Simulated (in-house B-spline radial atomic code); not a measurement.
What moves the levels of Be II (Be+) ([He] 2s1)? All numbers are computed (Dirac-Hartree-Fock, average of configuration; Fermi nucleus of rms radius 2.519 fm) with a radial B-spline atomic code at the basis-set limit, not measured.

Baseline run (computed): total energy -14.2802 hartree, 1s1/2 at -5.139251 hartree, 2s1/2 at -18.13 eV with <r> = 2.28 bohr.

Scaling the speed of light c (a factor of 100 is close to the non-relativistic limit):

```json
{"c/c0": "0.95", "ΔE (hartree)": "-0.00030484", "2s1/2 level (eV)": "-18.1303", "2s1/2 <r> (bohr)": "2.28"}
{"c/c0": "0.98", "ΔE (hartree)": "-0.00011634", "2s1/2 level (eV)": "-18.1301", "2s1/2 <r> (bohr)": "2.28"}
{"c/c0": "1.02", "ΔE (hartree)": "0.00010956", "2s1/2 level (eV)": "-18.1299", "2s1/2 <r> (bohr)": "2.28"}
{"c/c0": "2", "ΔE (hartree)": "0.0021156", "2s1/2 level (eV)": "-18.1276", "2s1/2 <r> (bohr)": "2.28"}
{"c/c0": "100", "ΔE (hartree)": "0.0028202", "2s1/2 level (eV)": "-18.1268", "2s1/2 <r> (bohr)": "2.28"}
```

Problem. The nuclear charge is raised by 0.1. What does the Hellmann-Feynman theorem predict for the energy, and what is found?

Solution. dE/dZ ≈ -Σ<1/r>, which is -7.97538 at the start and -8.20096 at the end; their mean times 0.1 is -0.80882 hartree, and the two runs differ by -0.80882 hartree.
